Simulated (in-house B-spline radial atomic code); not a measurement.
**KLI/ALDAx excitations of Sn III (Sn2+)**

Method: KLI/ALDAx. Computed with a B-spline radial code for spherical atoms: linear response of the closed shell [Kr] 4d10 5s2 with the adiabatic LDA exchange kernel on the exchange-only KLI potential; scalar-relativistic (spin-free one-electron X2C), finite nucleus, no spin-orbit coupling, no double excitations, S, P, D and F terms only; shells from n = 3 respond. Only terms of natural parity with L up to 3 were computed.

Command:
```bash
python run_td.py task.json out
```
Settings (radii: box in bohr, nucleus in fm):
```
Z                        50
electrons                48
configuration            [Kr] 4d10 5s2
hamiltonian              x2c
method                   kli
box_radius               29.48
rms_radius               4.6519
intervals                107
```

Time taken, with all properties: 3 s on 1 thread of Intel(R) Xeon(R) Platinum 8259CL CPU @ 2.50GHz (Skylake/Cascade Lake) (shared host).

The lowest states, in the order of their Tamm-Dancoff energies; the method's threshold (minus the highest occupied level) is 28.813 eV. Labels give the largest channel, * marks a mixed state, and oscillator strengths are full-response dipole values. Semilocal kernels can invert the small singlet-triplet splittings of Rydberg terms. Energies in eV:

| state | full response | Tamm-Dancoff | oscillator strength |
| --- | --- | --- | --- |
| 5s → 5p 3P | 6.651 | 6.795 | - |
| 5s → 5p 1P | ? | ? | ? |
| 5s → 6s 3S | 15.789 | 15.800 | - |
| 5s → 5d 3D | ? | ? | - |
| 5s → 6s 1S | 16.502 | 16.529 | - |
| 5s → 5d 1D | 16.668 | 16.678 | - |
| 5s → 6p 3P | 18.324 | 18.336 | - |
| 5s → 6p 1P | 18.723 | 18.781 | 0.00253 |
| 5s → 4f 3F | 20.576 | 20.589 | - |
| 5s → 4f 1F | 20.810 | 20.813 | - |

Problem. Where does 5s → 5d 3D lie?

Solution. At 15.938 eV in full response, 15.966 eV in Tamm-Dancoff.

Problem. Where does 5s → 5p 1P lie?

Solution. At 9.783 eV in full response, 10.238 eV in Tamm-Dancoff, oscillator strength 1.6.

Problem. How large is the singlet-triplet splitting of 5s → 5p (P terms) in Tamm-Dancoff?

Solution. 3.44 eV, from the unrounded values.

Problem. What polarisabilities and dispersion coefficient does the method give?

Solution. Dipole 15.41 bohr³, quadrupole 61.65 bohr⁵, C6 87.17 hartree·bohr⁶ for two such species.
